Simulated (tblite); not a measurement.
Record of a relaxation.

Species: C7H7BrO2.
Bonds: C1–C2, C2–C3, C3–C4 (aromatic), C4–O5 (aromatic), O5–C6 (aromatic), C6–C7, C7–O8 (double), C7–Br9, C6–C10 (aromatic), C3–C10 (aromatic). Hydrogens: H11, H12, H13 on C1; H14, H15 on C2; H16 on C4; H17 on C10.

Computed with GFN2-xTB (tblite), gas phase: L-BFGS steps from a force-field or distance-geometry start until the largest atomic force falls under 0.01 eV/Å. 5 of its 51 geometries are shown.

Step 0: E = -837.0775 eV, largest atomic force 3.044 eV/Å
```
atom  x, y, z in Å  |  force x, y, z in eV/Å
C1     -2.504    0.319    0.683   -0.710   0.445   0.469
C2     -1.741   -0.594   -0.255    0.408  -0.482   0.197
C3     -0.298   -0.199   -0.375   -0.017   0.344  -0.514
C4      0.238    0.659   -1.328    1.108  -0.668   1.223
O5      1.574    0.785   -1.125   -0.620  -0.095  -0.083
C6      1.913    0.017   -0.057    0.111   0.418  -0.416
C7      3.287   -0.039    0.387    0.582  -1.743   2.427
O8      3.707   -0.691    1.345   -1.175   1.224  -1.913
Br9     4.610    0.972   -0.557   -0.159   0.293  -0.425
C10     0.781   -0.605    0.442    0.040  -0.012   0.015
H11    -2.507    1.352    0.315    0.057  -0.252   0.079
H12    -3.559   -0.008    0.759    0.533   0.132  -0.058
H13    -2.089    0.322    1.702   -0.030  -0.067  -0.430
H14    -2.207   -0.602   -1.236   -0.008   0.143  -0.146
H15    -1.796   -1.618    0.135    0.078   0.091  -0.025
H16    -0.177    1.212   -2.136   -0.160   0.071  -0.168
H17     0.759   -1.269    1.292   -0.040   0.156  -0.232
```

Step 12: E = -837.2525 eV, largest atomic force 0.063 eV/Å
```
atom  x, y, z in Å  |  force x, y, z in eV/Å
C1     -2.501    0.328    0.686    0.011  -0.002  -0.017
C2     -1.720   -0.596   -0.250    0.001  -0.035  -0.023
C3     -0.288   -0.194   -0.376   -0.041   0.010  -0.018
C4      0.270    0.654   -1.305    0.009  -0.022   0.043
O5      1.581    0.789   -1.120   -0.020  -0.013   0.024
C6      1.909    0.028   -0.055   -0.007  -0.008   0.027
C7      3.250   -0.077    0.433    0.022   0.025  -0.017
O8      3.654   -0.711    1.354    0.029  -0.021   0.034
Br9     4.509    1.001   -0.623    0.012   0.040  -0.047
C10     0.783   -0.600    0.442   -0.044  -0.004  -0.001
H11    -2.492    1.347    0.312    0.025   0.032  -0.003
H12    -3.533   -0.005    0.751   -0.009  -0.001   0.013
H13    -2.071    0.319    1.684    0.027   0.004   0.005
H14    -2.182   -0.581   -1.238   -0.006  -0.001  -0.007
H15    -1.765   -1.615    0.137   -0.004  -0.008  -0.012
H16    -0.174    1.192   -2.122    0.026  -0.006   0.013
H17     0.761   -1.266    1.280   -0.030   0.009  -0.015
```

Step 25: E = -837.2575 eV, largest atomic force 0.022 eV/Å
```
atom  x, y, z in Å  |  force x, y, z in eV/Å
C1     -2.486    0.330    0.680   -0.001   0.003   0.000
C2     -1.726   -0.605   -0.263   -0.010   0.001  -0.002
C3     -0.294   -0.204   -0.380    0.006  -0.010   0.008
C4      0.273    0.650   -1.296   -0.005  -0.001  -0.005
O5      1.579    0.788   -1.091    0.000   0.003  -0.005
C6      1.900    0.023   -0.027    0.001  -0.001  -0.008
C7      3.251   -0.071    0.440   -0.008  -0.003   0.009
O8      3.688   -0.698    1.350   -0.006   0.008   0.002
Br9     4.471    1.022   -0.656    0.004   0.008   0.000
C10     0.767   -0.609    0.452    0.011  -0.005   0.007
H11    -2.465    1.350    0.304    0.013   0.001   0.006
H12    -3.523    0.014    0.763    0.004  -0.002   0.002
H13    -2.040    0.315    1.671    0.002   0.008  -0.006
H14    -2.190   -0.583   -1.250   -0.006   0.009  -0.011
H15    -1.778   -1.625    0.121   -0.008  -0.006  -0.002
H16    -0.156    1.192   -2.116   -0.009   0.002  -0.007
H17     0.724   -1.276    1.287    0.011  -0.016   0.010
```

Step 38: E = -837.2583 eV, largest atomic force 0.014 eV/Å
```
atom  x, y, z in Å  |  force x, y, z in eV/Å
C1     -2.477    0.334    0.680    0.001  -0.008  -0.006
C2     -1.731   -0.607   -0.267    0.009   0.000  -0.003
C3     -0.295   -0.219   -0.380    0.000  -0.001  -0.010
C4      0.269    0.640   -1.294   -0.002  -0.002  -0.003
O5      1.574    0.784   -1.091   -0.004  -0.006   0.000
C6      1.898    0.018   -0.028   -0.002  -0.003   0.003
C7      3.248   -0.062    0.445    0.003   0.002   0.000
O8      3.686   -0.681    1.360   -0.001  -0.001   0.006
Br9     4.464    1.036   -0.652    0.000   0.005   0.003
C10     0.769   -0.621    0.451   -0.006  -0.001  -0.006
H11    -2.448    1.354    0.304    0.010  -0.005   0.008
H12    -3.516    0.028    0.769   -0.002   0.001   0.007
H13    -2.024    0.317    1.669   -0.005   0.001  -0.005
H14    -2.192   -0.569   -1.256    0.000   0.001   0.009
H15    -1.799   -1.630    0.107    0.001   0.012   0.007
H16    -0.167    1.182   -2.111    0.002   0.001  -0.004
H17     0.734   -1.292    1.285   -0.003   0.002  -0.008
```

Step 50: E = -837.2588 eV, largest atomic force 0.008 eV/Å
```
atom  x, y, z in Å  |  force x, y, z in eV/Å
C1     -2.468    0.337    0.685   -0.002   0.000   0.001
C2     -1.732   -0.607   -0.268   -0.007   0.001   0.004
C3     -0.296   -0.226   -0.390    0.000  -0.004  -0.001
C4      0.268    0.634   -1.302    0.000   0.004  -0.004
O5      1.573    0.777   -1.098    0.004  -0.002   0.003
C6      1.896    0.011   -0.034    0.000   0.001   0.004
C7      3.242   -0.056    0.451    0.001  -0.004   0.000
O8      3.677   -0.667    1.372   -0.001   0.000  -0.006
Br9     4.457    1.054   -0.636   -0.001   0.000   0.005
C10     0.767   -0.630    0.441    0.001   0.002   0.000
H11    -2.426    1.359    0.315    0.002  -0.005   0.005
H12    -3.510    0.042    0.774    0.002   0.005   0.001
H13    -2.015    0.310    1.673    0.002   0.000  -0.008
H14    -2.202   -0.569   -1.252   -0.001   0.001  -0.001
H15    -1.803   -1.628    0.109    0.002  -0.005  -0.002
H16    -0.165    1.177   -2.120   -0.004  -0.001  -0.005
H17     0.729   -1.304    1.272    0.003   0.007   0.002
```

**Question.** Summarise the path.

**Answer.** The energy falls by 0.1813 eV from step 0 to step 50; nine tenths of that is first reached at step 7. It falls at every step. The largest force goes from 3.044 to 0.008 eV/Å. Among the bonds C7–Br9 changes most, from 1.914 to 1.972 Å; the atoms move by 0.067 Å rms after alignment.

**Question.** Follow the three bonds and two angles with the largest change from start to end.

**Answer.** 
| step | E above end (eV) | largest force (eV/Å) | C7–Br9 (Å) | C7=O8 (Å) | C4–O5 (Å) | C6–C7–Br9 (°) | O8–C7–Br9 (°) |
| --- | --- | --- | --- | --- | --- | --- | --- |
| 0 | 0.1813 | 3.044 | 1.914 | 1.233 | 1.357 | 119.1 | 115.3 |
| 2 | 0.0601 | 0.662 | 1.943 | 1.197 | 1.330 | 116.9 | 115.7 |
| 4 | 0.0295 | 0.332 | 1.978 | 1.186 | 1.334 | 114.9 | 116.6 |
| 7 | 0.0147 | 0.220 | 1.985 | 1.189 | 1.329 | 113.0 | 119.0 |
| 9 | 0.0094 | 0.150 | 1.967 | 1.190 | 1.331 | 112.5 | 120.1 |
| 11 | 0.0070 | 0.080 | 1.963 | 1.188 | 1.331 | 112.2 | 119.7 |
| 13 | 0.0058 | 0.066 | 1.968 | 1.188 | 1.330 | 112.0 | 119.3 |
| 15 | 0.0049 | 0.064 | 1.971 | 1.189 | 1.329 | 111.9 | 119.3 |
| 17 | 0.0036 | 0.066 | 1.972 | 1.189 | 1.330 | 111.8 | 119.6 |
| 20 | 0.0018 | 0.038 | 1.972 | 1.188 | 1.330 | 111.6 | 119.5 |
| 22 | 0.0015 | 0.028 | 1.973 | 1.188 | 1.329 | 111.5 | 119.4 |
| 24 | 0.0013 | 0.021 | 1.972 | 1.188 | 1.329 | 111.5 | 119.4 |
| 26 | 0.0012 | 0.022 | 1.971 | 1.188 | 1.329 | 111.5 | 119.4 |
| 28 | 0.0011 | 0.024 | 1.972 | 1.188 | 1.330 | 111.4 | 119.4 |
| 30 | 0.0008 | 0.026 | 1.973 | 1.188 | 1.329 | 111.3 | 119.4 |
| 33 | 0.0006 | 0.018 | 1.972 | 1.188 | 1.329 | 111.4 | 119.4 |
| 35 | 0.0005 | 0.014 | 1.971 | 1.188 | 1.329 | 111.5 | 119.4 |
| 37 | 0.0005 | 0.014 | 1.971 | 1.188 | 1.329 | 111.5 | 119.4 |
| 39 | 0.0004 | 0.015 | 1.972 | 1.188 | 1.329 | 111.5 | 119.4 |
| 41 | 0.0003 | 0.013 | 1.973 | 1.188 | 1.329 | 111.4 | 119.4 |
| 43 | 0.0003 | 0.015 | 1.972 | 1.188 | 1.329 | 111.5 | 119.4 |
| 46 | 0.0002 | 0.017 | 1.971 | 1.188 | 1.329 | 111.5 | 119.4 |
| 48 | 0.0001 | 0.016 | 1.972 | 1.188 | 1.329 | 111.5 | 119.4 |
| 50 | 0.0000 | 0.008 | 1.972 | 1.188 | 1.329 | 111.5 | 119.4 |

The cost below is that of the whole relaxation. The run took 0.66 s wall on one thread of an Arm Neoverse N1, on a shared host.
